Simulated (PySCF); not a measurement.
CH5FN2Si2, SMILES F[Si@H]1N[SiH2]N=C1. Geometry: r2SCAN-D4/def2-SVP. The structure was generated by enumeration; whether it is a known compound was not checked.

Give the equilibrium geometry at r2SCAN-D4/def2-SVP (PySCF confirms it by a frequency run) as a Z-matrix. (The exact figures need the calculation; the answer reports its results.)


```
N
H 1 1.0156
Si 1 1.7220 2 123.60
F 3 1.6314 1 113.50 2 -69.37
Si 1 1.7524 2 124.16 3 177.78
N 5 1.7752 1 101.00 2 -175.72
C 6 1.2838 5 114.17 1 -0.50
H 7 1.1108 6 118.48 5 -179.90
H 3 1.4867 4 104.33 1 -126.05
H 5 1.4899 1 114.30 2 66.92
H 5 1.4902 10 108.96 6 -120.09
```
Charge 0, spin multiplicity 1.
